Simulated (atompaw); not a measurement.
# tantalum: one change to a PAW (atompaw) potential, before and after

- Element: Ta
- Generator: atompaw 4.2.0.5
- Type: PAW
- Functional: PBE
- Relativity: scalar-relativistic
- Frozen core: [Xe] 4f14
- Valence charge: 5
- Reference configuration: 5d3 6s1 6p0 (charge +1)
- Partial waves: 6s (bound): rc 2.90 bohr; 6s channel at 0.6 Ry: rc 2.90 bohr; 6p (bound, empty): rc 2.90 bohr; 6p channel at 0.45 Ry: rc 2.90 bohr; 5d (bound): rc 2.70 bohr; 5d channel at 0.65 Ry: rc 2.90 bohr
- Local potential: ultrasoft scheme with l = 3 at -0.5 Ry, radius 2.60 bohr
- Core correction: smooth core density matched at 2.55 bohr
- Augmentation charge: besselshape compensation charge, radius 2.15 bohr; PAW radius 2.90 bohr; waves and projectors: custom rrkj gramschmidtortho

All-electron outer shells of the reference configuration (PBE, scalar-relativistic, ld1.x):

```
shell  level (eV)  outermost node (bohr)  outermost maximum (bohr)
   4f      -31.91                      –                      0.44
   6s      -11.62                   1.32                      2.68
   5d      -10.49                   0.65                      1.56
   6p       -6.61                   1.58                      3.48
```

Change: local potential bessel scheme, radius 2.60 bohr.

Cutoffs: the cutoffs (Ry, on a coarse ladder) from which the occupation-weighted sum of valence levels, in a spherical-Bessel basis at the reference potential, stays within 10 and 1 mRy of its value at 400 Ry; they do not see the model core or the augmentation charge, which bear on the density cutoff.

Problem. What does the change do?

Solution. The potential gets neither clearly harder nor softer (12 Ry and 18 Ry → 12 Ry and 18 Ry); neither file shows a bound ghost.

| quantity | base | changed |
| --- | --- | --- |
| cutoff, loose | 12 Ry | 12 Ry |
| cutoff, tight | 18 Ry | 18 Ry |
| bound ghosts | none | none |
| s: phases at 2.91 bohr within 0.05 rad from the reference energy up to (Ry; the scan ends near 5) | 2.1 | 3.0 |
| p: phases at 2.91 bohr within 0.05 rad from the reference energy up to (Ry; the scan ends near 5) | 0.7 | 1.5 |
| d: phases at 2.91 bohr within 0.05 rad from the reference energy up to (Ry; the scan ends near 5) | 1.5 | 1.7 |
| lowest overlap eigenvalue by channel | s 0.44, p 0.59, d 0.19 | s 0.45, p 0.59, d 0.17 |

 The cutoffs see the waves, projectors and local potential, not the compensation charge or the core.
